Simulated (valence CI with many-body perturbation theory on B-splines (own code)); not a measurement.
Level structure of Mg⁵⁺

Calculated by configuration interaction combined with many-body perturbation theory (CI+MBPT): five valence electrons over a frozen Dirac-Fock core [He], a basis of 11 s, 11 p, 10 d, 8 f, 5 g, 2 h functions for each j, with the one-electron correlation potential Σ1 (screened to all orders), the two-electron term Σ2, the three-electron term Σ3, Breit, model QED; selected single and double excitations, second order for the rest, scaled by the run's own slope (own B-spline code, finite nucleus).

Against 43 measured levels this calculation errs by 210 cm⁻¹ on average and by 621 at most. These come from a selection out of NIST levels in Kelleher and Podobedova, J. Phys. Chem. Ref. Data 37, 267 (2008). Levels without a partner in it may be off by more. Among the levels kept, up to 6000 cm⁻¹ of a level comes from second order outside the variational space, and about a tenth of that is noise between levels of different J, which matters for small intervals. 7 measured levels below the end of the list, from 1045620 cm⁻¹ on, found no clear computed partner, and computed levels of the same name lie up to 20570 cm⁻¹ from them.

Levels 91 to 135 of 207, with energies above the lowest level, 2s2.2p3 4S°_3/2. "Leading %" is the weight of the configuration and term that name the level; weights of strongly mixed levels are sums over their largest components and can fall short. In the jj column 3d3/2^4 stands for four electrons in 3d with j = 3/2.

| No. | Configuration | Term | J | E (cm⁻¹) | Leading % | Second component | Leading jj |
| --- | --- | --- | --- | --- | --- | --- | --- |
| 91 | 2s.2p3.3d | 6D° | 3/2 | 1152700 | 98 |  | 2s 2p1/2 2p3/2^2 3d3/2 (46 %) |
| 92 | 2s.2p3.3s | 4P° | 1/2 | 1172800 | 95 |  | 2s 2p1/2 2p3/2^2 3s (84 %) |
| 93 | 2s.2p3.3s | 4P° | 3/2 | 1172800 | 95 |  | 2s 2p1/2 2p3/2^2 3s (53 %) |
| 94 | 2s.2p3.3s | 4P° | 5/2 | 1172800 | 95 |  | 2s 2p3/2^3 3s (50 %) |
| 95 | 2s.2p3.3d | 4D° | 7/2 | 1175100 | 98 |  | 2s 2p1/2 2p3/2^2 3d3/2 (33 %) |
| 96 | 2s.2p3.3d | 4D° | 1/2 | 1175100 | 98 |  | 2s 2p1/2 2p3/2^2 3d5/2 (55 %) |
| 97 | 2s.2p3.3d | 4D° | 5/2 | 1175200 | 98 |  | 2s 2p1/2 2p3/2^2 3d5/2 (32 %) |
| 98 | 2s.2p3.3d | 4D° | 3/2 | 1175200 | 98 |  | 2s 2p1/2 2p3/2^2 3d5/2 (44 %) |
| 99 | 2s2.2p2.4s | 4P | 1/2 | 1190600 | 86 | 8 % 2s.2p3.3p 4P | 2s^2 2p1/2^2 4s (45 %) |
| 100 | 2s2.2p2.4s | 4P | 3/2 | 1191500 | 83 | 8 % 2s.2p3.3p 4P | 2s^2 2p1/2 2p3/2 4s (79 %) |
| 101 | 2s.2p3.3p | 4D | 1/2 | 1192500 | 95 |  | 2s 2p1/2 2p3/2^2 3p1/2 (28 %) |
| 102 | 2s.2p3.3p | 4D | 5/2 | 1192600 | 68 | 24 % 2s2.2p2.4s 4P | 2s 2p1/2 2p3/2^2 3p1/2 (38 %) |
| 103 | 2s.2p3.3p | 4D | 3/2 | 1192600 | 93 |  | 2s 2p1/2 2p3/2^2 3p1/2 (33 %) |
| 104 | 2s.2p3.3s | 2P° | 1/2 | 1192800 | 94 |  | 2s 2p1/2 2p3/2^2 3s (71 %) |
| 105 | 2s.2p3.3s | 2P° | 3/2 | 1192800 | 94 |  | 2s 2p3/2^3 3s (43 %) |
| 106 | 2s.2p3.3p | 4D | 7/2 | 1192900 | 97 |  | 2s 2p1/2 2p3/2^2 3p3/2 (66 %) |
| 107 | 2s2.2p2.4s | 4P | 5/2 | 1193100 | 62 | 27 % 2s.2p3.3p 4D | 2s^2 2p3/2^2 4s (39 %) |
| 108 | 2s.2p3.3p | 2P | 3/2 | 1194700 | 79 | 13 % 2s2.2p2.4s 2P | 2s 2p1/2 2p3/2^2 3p3/2 (62 %) |
| 109 | 2s.2p3.3p | 2P | 1/2 | 1194700 | 62 | 30 % 2s2.2p2.4s 2P | 2s 2p1/2 2p3/2^2 3p3/2 (31 %) |
| 110 | 2s.2p3.3p | 4F | 3/2 | 1195700 | 97 |  | 2s 2p1/2 2p3/2^2 3p1/2 (34 %) |
| 111 | 2s.2p3.3p | 4F | 5/2 | 1195800 | 96 |  | 2s 2p1/2 2p3/2^2 3p1/2 (36 %) |
| 112 | 2s.2p3.3p | 4F | 7/2 | 1195800 | 96 |  | 2s 2p1/2 2p3/2^2 3p3/2 (47 %) |
| 113 | 2s.2p3.3p | 4F | 9/2 | 1195900 | 98 |  | 2s 2p1/2 2p3/2^2 3p3/2 (98 %) |
| 114 | 2s2.2p2.4s | 2P | 1/2 | 1199300 | 64 | 31 % 2s.2p3.3p 2P | 2s^2 2p1/2 2p3/2 4s (46 %) |
| 115 | 2s2.2p2.4s | 2P | 3/2 | 1200500 | 81 | 15 % 2s.2p3.3p 2P | 2s^2 2p3/2^2 4s (45 %) |
| 116 | 2s.2p3.3p | 2F | 7/2 | 1203100 | 97 |  | 2s 2p1/2 2p3/2^2 3p3/2 (48 %) |
| 117 | 2s.2p3.3p | 2F | 5/2 | 1203300 | 97 |  | 2s 2p1/2 2p3/2^2 3p3/2 (45 %) |
| 118 | 2s2.2p2.4p | 2S° | 1/2 | 1213700 | 90 |  | 2s^2 2p3/2^2 4p3/2 (26 %) |
| 119 | 2s.2p3.3p | 4P | 5/2 | 1217800 | 87 | 9 % 2s2.2p2.4s 4P | 2s 2p1/2 2p3/2^2 3p1/2 (45 %) |
| 120 | 2s.2p3.3p | 4P | 3/2 | 1217900 | 87 | 8 % 2s2.2p2.4s 4P | 2s 2p1/2 2p3/2^2 3p3/2 (50 %) |
| 121 | 2s2.2p2.4p | 4D° | 1/2 | 1218000 | 94 |  | 2s^2 2p1/2^2 4p1/2 (42 %) |
| 122 | 2s.2p3.3p | 4P | 1/2 | 1218100 | 88 | 8 % 2s2.2p2.4s 4P | 2s 2p1/2 2p3/2^2 3p3/2 (38 %) |
| 123 | 2s2.2p2.4p | 4D° | 3/2 | 1218400 | 91 | 4 % 2s2.2p2.4p 4P° | 2s^2 2p1/2 2p3/2 4p1/2 (49 %) |
| 124 | 2s2.2p2.4p | 4D° | 5/2 | 1219300 | 90 | 5 % 2s2.2p2.4p 4P° | 2s^2 2p1/2 2p3/2 4p3/2 (75 %) |
| 125 | 2s2.2p2.4p | 4D° | 7/2 | 1220600 | 96 |  | 2s^2 2p3/2^2 4p3/2 (60 %) |
| 126 | 2s2.2p2.4p | 4P° | 1/2 | 1221000 | 92 |  | 2s^2 2p1/2 2p3/2 4p1/2 (49 %) |
| 127 | 2s2.2p2.4p | 4P° | 3/2 | 1221300 | 86 | 5 % 2s2.2p2.4p 4D° | 2s^2 2p1/2 2p3/2 4p3/2 (28 %) |
| 128 | 2s2.2p2.4p | 4P° | 5/2 | 1222300 | 87 | 5 % 2s2.2p2.4p 4D° | 2s^2 2p1/2 2p3/2 4p3/2 (30 %) |
| 129 | 2s.2p3.3p | 2D | 5/2 | 1223600 | 90 | 6 % 2s2.2p2.4s 2D | 2s 2p1/2 2p3/2^2 3p3/2 (57 %) |
| 130 | 2s2.2p2.4p | 2D° | 3/2 | 1223900 | 91 |  | 2s^2 2p1/2 2p3/2 4p3/2 (54 %) |
| 131 | 2s.2p3.3p | 2D | 3/2 | 1223900 | 90 | 6 % 2s2.2p2.4s 2D | 2s 2p1/2 2p3/2^2 3p3/2 (40 %) |
| 132 | 2s2.2p2.4p | 2D° | 5/2 | 1225700 | 90 |  | 2s^2 2p3/2^2 4p3/2 (42 %) |
| 133 | 2s2.2p2.4p | 4S° | 3/2 | 1226400 | 90 |  | 2s^2 2p3/2^2 4p1/2 (27 %) |
| 134 | 2s2.2p2.4p | 2P° | 1/2 | 1228700 | 94 |  | 2s^2 2p1/2 2p3/2 4p3/2 (48 %) |
| 135 | 2s2.2p2.4p | 2P° | 3/2 | 1229400 | 93 |  | 2s^2 2p1/2 2p3/2 4p3/2 (33 %) |

Names give the largest LS component (configuration and term), which can be under half, so a name can repeat, a term be missing and a line seem to break the LS rules; names also repeat where a configuration has a term twice.

Where two levels of one J and parity lie close, their mixing, g and order are uncertain.
